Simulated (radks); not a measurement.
Values are calculated unless marked as measured or tabulated.
Problem. Xe I, 54 electrons, occupied as [Kr] 4d9.5 5s2 5p6 6s0.5 (fractional occupations, a model configuration). Level of theory: Dirac Kohn-Sham, HCTH/407, spin-unpolarised, spherical densities, point nucleus; open shells fill j = l - 1/2 first (a radial shooting solver on a logarithmic mesh with Libxc functionals). Some entries of the table are withheld. Estimate them.

orbital,occ.,eigenvalue (eV),<r> (bohr)
1s1/2,2,(1),0.02667
2s1/2,2,-5357.311,0.1142
2p1/2,2,-5036.151,(2)
2p3/2,4,-4711.529,(3)
3s1/2,2,-1103.457,(4)
3p1/2,2,-969.7044,0.2959
3p3/2,4,-907.8926,0.3075
3d3/2,4,(5),0.2782
3d5/2,6,(6),0.2818
4s1/2,2,-205.0381,0.7141
4p1/2,2,-157.4351,(7)
4p3/2,4,-144.9817,(8)
4d3/2,4,-67.6540,0.8589
4d5/2,5.5,-65.6096,0.8693
5s1/2,2,-23.2019,1.810
5p1/2,2,-11.9845,2.126
5p3/2,4,-10.5847,2.231
6s1/2,0.5,-1.7618,6.407

Solution. 
(1) 1s1/2 eigenvalue (eV): -34345.41
(2) 2p1/2 <r> (bohr): 0.09619
(3) 2p3/2 <r> (bohr): 0.1020
(4) 3s1/2 <r> (bohr): 0.3059
(5) 3d3/2 eigenvalue (eV): -672.3158
(6) 3d5/2 eigenvalue (eV): -659.2120
(7) 4p1/2 <r> (bohr): 0.7419
(8) 4p3/2 <r> (bohr): 0.7691
